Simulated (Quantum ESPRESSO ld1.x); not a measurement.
All-electron atom: Au XVII in [Kr] 4d10 4f14 5s2 5p1.

All-electron calculation, Dirac Kohn-Sham, PBE, spin-unpolarised, spherical densities, point nucleus; open shells fill j = l - 1/2 first. Program: ld1.x of Quantum ESPRESSO 7.5.

Energy parts (eV):
| part | energy |
|---|---|
| total | -515936 |
| kinetic | 593307 |
| electron-nucleus | -1278091 |
| Hartree | 178457 |
| exchange-correlation | -9609 |

Orbitals (lengths in bohr, moments of r in powers of bohr):
orbital  occ.  eigenvalue (eV)       <r^4>      <r^2>
1s1/2       2         -81008.0   4.244e-07  0.0003930
2s1/2       2         -14566.1  0.00006179   0.005933
2p1/2       2         -13981.1  0.00003674   0.004200
2p3/2       4         -12144.4  0.00005692   0.005387
3s1/2       2         -3695.37    0.002244    0.03851
3p1/2       2         -3432.84    0.001957    0.03512
3p3/2       4         -3027.06    0.002703    0.04153
3d3/2       4         -2592.45    0.001791    0.03183
3d5/2       6         -2505.16    0.001973    0.03358
4s1/2       2         -1062.62     0.04987     0.1860
4p1/2       2         -950.471     0.05304     0.1895
4p3/2       4         -852.548     0.07199     0.2212
4d3/2       4         -669.053     0.08388     0.2315
4d5/2       6         -650.654     0.09170     0.2423
4f5/2       6         -413.991      0.1333     0.2679
4f7/2       8         -409.948      0.1391     0.2740
5s1/2       2         -415.952      0.8907     0.8049
5p1/2       1         -374.773       1.073     0.8794
5p3/2       0         -351.344       1.363     0.9939
5d3/2       0         -287.038       2.030      1.203
5d5/2       0         -282.902       2.156      1.241
6s1/2       0         -225.491       8.232      2.489

The highest occupied level is 5p1/2 at -374.77 eV. For comparison, the ionisation energy in NIST's Atomic Spectra Database is 392 eV (theoretical). In exact Kohn-Sham theory the highest level is minus the ionisation energy, but local and semilocal functionals leave it too shallow, through self-interaction and a potential that decays too fast; potentials with the right tail come closer. The density falls to 0.001 e/bohr^3 at r = 1.83 bohr. Summed over all electrons, <r^2> = 10.99 bohr^2, which gives a Langevin (diamagnetic) susceptibility term of -8.7 x 10^-6 cm^3/mol.

Beside tabulated values, note that spin-unpolarised runs miss the spin-polarisation part of the exchange energy of open shells.
